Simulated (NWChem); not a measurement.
System: CsCl; SMILES [Cl][Cs]

Parts of the log:

```
             Northwest Computational Chemistry Package (NWChem) 7.3.0
             --------------------------------------------------------

                             Geometry "geometry" -> ""
                             -------------------------

 Output coordinates in angstroms (scale by  1.889725989 to convert to a.u.)

  No.       Tag          Charge          X              Y              Z
 ---- ---------------- ---------- -------------- -------------- --------------
    1 Cs                  55.0000     0.00000000     0.00000000    -0.70976600
    2 Cl                  17.0000     0.00000000     0.00000000     2.23029900

 Effective nuclear repulsion energy (a.u.)     168.2890438867

                                 NWChem DFT Module
                                 -----------------

 Summary of "ao basis" -> "ao basis" (spherical)
 ------------------------------------------------------------------------------
       Tag                 Description            Shells   Functions and Types
 ---------------- ------------------------------  ------  ---------------------
 Cs                         def2-svp                10       24   5s3p2d
 Cl                         def2-svp                 8       18   4s3p1d

            General Information
            -------------------
          SCF calculation type: DFT
          Wavefunction type:  closed shell.
          No. of atoms     :     2
          No. of electrons :    26
           Alpha electrons :    13
            Beta electrons :    13
          Charge           :     0
          Spin multiplicity:     1
          Use of symmetry is: off; symmetry adaption is: off
          Maximum number of iterations: 150
          AO basis - number of functions:    42
                     number of shells:    18
          Convergence on energy requested:  1.00D-06
          Convergence on density requested:  1.00D-05
          Convergence on gradient requested:  5.00D-04

              XC Information
              --------------
                         PBE0 Method XC Functional
                     Hartree-Fock (Exact) Exchange  0.250
          PerdewBurkeErnzerhof Exchange Functional  0.750
            Perdew 1991 LDA Correlation Functional  1.000 local
           PerdewBurkeErnz. Correlation Functional  1.000 non-local

             Grid Information
             ----------------
          Grid used for XC integration:  medium
          Radial quadrature: Mura-Knowles
          Angular quadrature: Lebedev.
          Tag              B.-S. Rad. Rad. Pts. Rad. Cut. Ang. Pts.
          ---              ---------- --------- --------- ---------
          Cs                  2.60      123          14.0       590
          Cl                  1.00       88          11.0       590
          Grid pruning is: on
          Number of quadrature shells:   211
          Spatial weights used:  Erf1

      Superposition of Atomic Density Guess
      -------------------------------------

 Sum of atomic energies:        -481.93119200

      Non-variational initial energy
      ------------------------------

 Total energy =    -479.039494
 1-e energy   =    -722.382360
 2-e energy   =     215.804659
 HOMO         =      -0.424473
 LUMO         =      -0.044963

   convergence    iter        energy       DeltaE   RMS-Dens  Diis-err
 ---------------- ----- ----------------- --------- --------- ---------
 d= 0,ls=0.0,diis     1   -480.0930174976 -5.08D+02  3.46D-02  2.45D-01
 d= 0,ls=0.0,diis     2   -480.0750773414  1.79D-02  1.94D-02  3.51D-01
 d= 0,ls=0.0,diis     3   -480.1351163452 -6.00D-02  1.52D-03  2.50D-03
 d= 0,ls=0.0,diis     4   -480.1355884681 -4.72D-04  1.65D-04  2.76D-05
 d= 0,ls=0.0,diis     5   -480.1355933464 -4.88D-06  4.66D-05  2.39D-06
 d= 0,ls=0.0,diis     6   -480.1355937446 -3.98D-07  1.24D-05  8.77D-08
 d= 0,ls=0.0,diis     7   -480.1355937648 -2.03D-08  2.17D-06  5.50D-10

         Total DFT energy =     -480.135593764846
      One electron energy =     -726.074273190559
           Coulomb energy =      249.781920739136
    Exchange-Corr. energy =      -31.381448494881
 Nuclear repulsion energy =       27.538207181458

 Numeric. integr. density =       26.000000196153

                       DFT Final Molecular Orbital Analysis
                       ------------------------------------

 Vector   11  Occ=2.000000D+00  E=-2.101359D-01
              MO Center=  2.5D-09, -2.7D-09,  2.0D+00, r^2= 2.0D+00
   Bfn.  Coefficient  Atom+Function         Bfn.  Coefficient  Atom+Function
  ----- ------------  ---------------      ----- ------------  ---------------
    37      0.620769  2 Cl pz                34      0.441313  2 Cl pz
    31      0.262001  2 Cl pz                 4     -0.218689  1 Cs s
     8      0.201790  1 Cs pz                 2      0.196085  1 Cs s
    17     -0.132993  1 Cs d  0               5      0.117029  1 Cs s
     1     -0.073756  1 Cs s                 14      0.047254  1 Cs pz

 Vector   12  Occ=2.000000D+00  E=-2.066208D-01
              MO Center=  1.3D-09,  1.2D-09,  2.1D+00, r^2= 1.5D+00
   Bfn.  Coefficient  Atom+Function         Bfn.  Coefficient  Atom+Function
  ----- ------------  ---------------      ----- ------------  ---------------
    35      0.514723  2 Cl px                36      0.387295  2 Cl py
    32      0.352107  2 Cl px                33      0.264937  2 Cl py
    29      0.210094  2 Cl px                30      0.158082  2 Cl py
    23     -0.073932  1 Cs d  1              18     -0.056810  1 Cs d  1
    21      0.055629  1 Cs d -1               6     -0.054061  1 Cs px

 Vector   13  Occ=2.000000D+00  E=-2.066208D-01
              MO Center= -2.2D-09,  2.8D-09,  2.1D+00, r^2= 1.5D+00
   Bfn.  Coefficient  Atom+Function         Bfn.  Coefficient  Atom+Function
  ----- ------------  ---------------      ----- ------------  ---------------
    36      0.514723  2 Cl py                35     -0.387295  2 Cl px
    33      0.352107  2 Cl py                32     -0.264937  2 Cl px
    30      0.210094  2 Cl py                29     -0.158082  2 Cl px
    21      0.073932  1 Cs d -1              16      0.056810  1 Cs d -1
    23      0.055629  1 Cs d  1               7     -0.054061  1 Cs py

 Vector   14  Occ=0.000000D+00  E=-4.383598D-02
              MO Center=  3.3D-09,  4.8D-09, -2.0D+00, r^2= 1.2D+01
   Bfn.  Coefficient  Atom+Function         Bfn.  Coefficient  Atom+Function
  ----- ------------  ---------------      ----- ------------  ---------------
     4      0.617962  1 Cs s                  5      0.439277  1 Cs s
    14     -0.329094  1 Cs pz                 2     -0.327292  1 Cs s
     3     -0.174052  1 Cs s                  8      0.159126  1 Cs pz
     1      0.135796  1 Cs s                 37      0.082498  2 Cl pz
    17     -0.072422  1 Cs d  0              28     -0.063234  2 Cl s

 Vector   15  Occ=0.000000D+00  E=-2.821939D-03
              MO Center=  3.9D-09,  5.0D-09, -1.7D+00, r^2= 1.8D+01
   Bfn.  Coefficient  Atom+Function         Bfn.  Coefficient  Atom+Function
  ----- ------------  ---------------      ----- ------------  ---------------
    12      0.740643  1 Cs px                13      0.582760  1 Cs py
    23      0.237338  1 Cs d  1              21     -0.186745  1 Cs d -1
     6     -0.157830  1 Cs px                 7     -0.124185  1 Cs py
    18      0.081858  1 Cs d  1              16     -0.064409  1 Cs d -1

 Vector   16  Occ=0.000000D+00  E=-2.821939D-03
              MO Center=  2.6D-08, -2.7D-08, -1.7D+00, r^2= 1.8D+01
   Bfn.  Coefficient  Atom+Function         Bfn.  Coefficient  Atom+Function
  ----- ------------  ---------------      ----- ------------  ---------------
    13      0.740643  1 Cs py                12     -0.582760  1 Cs px
    21     -0.237338  1 Cs d -1              23     -0.186745  1 Cs d  1
     7     -0.157830  1 Cs py                 6      0.124185  1 Cs px
    16     -0.081858  1 Cs d -1              18     -0.064409  1 Cs d  1

     Multipole analysis of the density
     ---------------------------------

     L   x y z        total         alpha         beta         nuclear
     -   - - -        -----         -----         ----         -------
     0   0 0 0      0.000000    -13.000000    -13.000000     26.000000

[...]

                                NWChem TDDFT Module
                                -------------------

            General Information
            -------------------
           No. of orbitals :      84
            Alpha orbitals :      42
             Beta orbitals :      42
        Alpha frozen cores :       0
         Beta frozen cores :       0
     Alpha frozen virtuals :       0
      Beta frozen virtuals :       0
         Spin multiplicity :       1
    Number of AO functions :      42
        Use of symmetry is : off
      Symmetry adaption is : off
         Schwarz screening :  0.10D-07

              XC Information
              --------------
                  PBE0 Method XC Functional
              Hartree-Fock (Exact) Exchange   0.25
   PerdewBurkeErnzerhof Exchange Functional   0.75
     Perdew 1991 LDA Correlation Functional   1.00 local
    PerdewBurkeErnz. Correlation Functional   1.00 non-local

             TDDFT Information
             -----------------
          Calculation type : Tamm-Dancoff TDDFT
         Wavefunction type : Restricted singlets
          No. of electrons :      26
           Alpha electrons :      13
            Beta electrons :      13
              No. of roots :       6
          Max subspacesize :    5200
            Max iterations :     100
               Target root :       1
           Target symmetry : none
      Symmetry restriction : off
                 Algorithm : Optimal
        Davidson threshold :  0.10D-03

    6 smallest eigenvalue differences (eV)
--------------------------------------------------------
  No. Spin  Occ  Vir  Irrep   E(Occ)    E(Vir)   E(Diff)
--------------------------------------------------------
    1    1   13   14 a        -0.207    -0.044     4.430
    2    1   12   14 a        -0.207    -0.044     4.430
    3    1   11   14 a        -0.210    -0.044     4.525
    4    1   13   15 a        -0.207    -0.003     5.546
    5    1   12   15 a        -0.207    -0.003     5.546
    6    1   13   16 a        -0.207    -0.003     5.546
--------------------------------------------------------

  Entering Davidson iterations
  Restricted singlet excited states

  Iter   NTrls   NConv    DeltaV     DeltaE      Time
  ----  ------  ------  ---------  ---------  ---------
    1      6       0     0.42E-01   0.10+100        2.3
    2     12       0     0.11E-01   0.35E-02        2.1
    3     18       0     0.34E-02   0.45E-03        1.7
    4     24       2     0.34E-02   0.41E-03        1.7
    5     28       5     0.34E-03   0.48E-04        2.0
    6     29       6     0.87E-04   0.36E-06        1.6
  ----  ------  ------  ---------  ---------  ---------
  Convergence criterion met

  Ground state a        -480.135593764846 a.u.

  ----------------------------------------------------------------------------
  Root   1 singlet a              0.132351780 a.u.                3.6015 eV
  ----------------------------------------------------------------------------
     Transition Moments    X  0.21851   Y -0.22460   Z -0.00000
     Dipole Oscillator Strength                    0.0086637682
     Electric Quadrupole                           0.0000000327
     Magnetic Dipole                               0.0000001203
     Total Oscillator Strength                     0.0086639213

     Occ.   12  a   ---  Virt.   14  a       -0.12499
     Occ.   13  a   ---  Virt.   14  a        0.98202
     Occ.   13  a   ---  Virt.   17  a        0.12360
     Occ.   13  a   ---  Virt.   20  a        0.05700
  ----------------------------------------------------------------------------
  Root   2 singlet a              0.132351780 a.u.                3.6015 eV
  ----------------------------------------------------------------------------
     Transition Moments    X  0.22460   Y  0.21851   Z  0.00000
     Dipole Oscillator Strength                    0.0086637682
     Electric Quadrupole                           0.0000000327
     Magnetic Dipole                               0.0000001203
     Total Oscillator Strength                     0.0086639213

     Occ.   12  a   ---  Virt.   14  a       -0.98202
     Occ.   12  a   ---  Virt.   17  a       -0.12360
     Occ.   12  a   ---  Virt.   20  a       -0.05700
     Occ.   13  a   ---  Virt.   14  a       -0.12499
  ----------------------------------------------------------------------------
  Root   3 singlet a              0.138382454 a.u.                3.7656 eV
  ----------------------------------------------------------------------------
     Transition Moments    X  0.00000   Y -0.00000   Z  0.76448
     Dipole Oscillator Strength                    0.0539167701
     Electric Quadrupole                           0.0000000024
     Magnetic Dipole                               0.0000000000
     Total Oscillator Strength                     0.0539167725

     Occ.   11  a   ---  Virt.   14  a       -0.98182
     Occ.   11  a   ---  Virt.   17  a       -0.15368
     Occ.   12  a   ---  Virt.   21  a        0.06801
     Occ.   13  a   ---  Virt.   22  a       -0.06801
  ----------------------------------------------------------------------------
  Root   4 singlet a              0.176859069 a.u.                4.8126 eV
  ----------------------------------------------------------------------------
     Transition Moments    X -0.00000   Y  0.00000   Z  0.40586
     Dipole Oscillator Strength                    0.0194222047
     Electric Quadrupole                           0.0000001614
     Magnetic Dipole                               0.0000000000
     Total Oscillator Strength                     0.0194223661

     Occ.   11  a   ---  Virt.   17  a        0.10180
     Occ.   12  a   ---  Virt.   15  a       -0.70284
     Occ.   13  a   ---  Virt.   16  a       -0.70284
  ----------------------------------------------------------------------------
  Root   5 singlet a              0.177215964 a.u.                4.8223 eV
  ----------------------------------------------------------------------------
     Transition Moments    X  0.00000   Y  0.00000   Z -0.00000
     Dipole Oscillator Strength                    0.0000000000
     Electric Quadrupole                           0.0000000501
     Magnetic Dipole                               0.0000000000
     Total Oscillator Strength                     0.0000000501

     Occ.   12  a   ---  Virt.   15  a       -0.18099
     Occ.   12  a   ---  Virt.   16  a        0.68229
     Occ.   13  a   ---  Virt.   15  a        0.68234
     Occ.   13  a   ---  Virt.   16  a        0.18099
  ----------------------------------------------------------------------------
  Root   6 singlet a              0.177276850 a.u.                4.8240 eV
  ----------------------------------------------------------------------------
     Transition Moments    X -0.00000   Y  0.00000   Z -0.00000
     Dipole Oscillator Strength                    0.0000000000
     Electric Quadrupole                           0.0000000501
     Magnetic Dipole                               0.0000000000
     Total Oscillator Strength                     0.0000000501

     Occ.   12  a   ---  Virt.   15  a        0.68230
     Occ.   12  a   ---  Virt.   16  a        0.18098
     Occ.   13  a   ---  Virt.   15  a        0.18100
     Occ.   13  a   ---  Virt.   16  a       -0.68230

              Target root =      1
          Target symmetry = none
      Ground state energy =   -480.135593764846
        Excitation energy =      0.132351780363
     Excited state energy =   -480.003241984483

  stored tddft:energy   -480.00324198448294
```

Level: PBE0/def2-SVP with def2 effective core potentials on Cs, TDA. Geometry: optimised at PBE-D3(BJ)/def2-SVP. def2 effective core potentials on Cs; no spin-orbit coupling.

Question: Which NWChem input produces such a log?

Answer: Several could match; the one computed here: the input that was run:
```
start job
memory heap 200 mb stack 700 mb global 900 mb
geometry units angstroms noautosym nocenter noautoz
  Cs     0.000000     0.000000    -0.709766
  Cl     0.000000     0.000000     2.230299
end
basis spherical
  * library def2-svp
end
ecp
  Cs library def2-ecp
end
dft
  xc pbe0
  iterations 150
end
tddft
  cis
  nroots 6
  notriplet
end
task tddft energy
```
